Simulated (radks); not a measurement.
Question: Species: I III. Configuration: [Kr] 4d10 5s2 5p3. Calculated with a radial shooting solver on a logarithmic mesh with Libxc functionals: Dirac Kohn-Sham, PBEsol, spin-unpolarised, spherical densities, finite nucleus; open shells fill j = l - 1/2 first; Fermi nuclear charge, rms radius 4.75 fm. Some entries of the table are withheld. Estimate them.

orbital,occ.,eigenvalue (hartree),<r> (bohr)
1s1/2,2,-1211.338,0.02723
2s1/2,2,-187.7349,0.1168
2p1/2,2,-176.2193,(1)
2p3/2,4,-165.2493,(2)
3s1/2,2,-38.47630,0.3140
3p1/2,2,-33.71219,(3)
3p3/2,4,-31.64804,(4)
3d3/2,4,-23.24373,(5)
3d5/2,6,-22.80949,(6)
4s1/2,2,-7.35913,0.7399
4p1/2,2,-5.69582,0.7726
4p3/2,4,-5.29216,0.8009
4d3/2,4,(7),0.9127
4d5/2,6,(8),0.9240
5s1/2,2,(9),1.876
5p1/2,2,-0.92846,(10)
5p3/2,1,-0.88069,(11)

Answer: 
(1) 2p1/2 <r> (bohr): 0.09849
(2) 2p3/2 <r> (bohr): 0.1042
(3) 3p1/2 <r> (bohr): 0.3041
(4) 3p3/2 <r> (bohr): 0.3157
(5) 3d3/2 <r> (bohr): 0.2866
(6) 3d5/2 <r> (bohr): 0.2902
(7) 4d3/2 eigenvalue (hartree): -2.61684
(8) 4d5/2 eigenvalue (hartree): -2.55350
(9) 5s1/2 eigenvalue (hartree): -1.31818
(10) 5p1/2 <r> (bohr): 2.153
(11) 5p3/2 <r> (bohr): 2.232
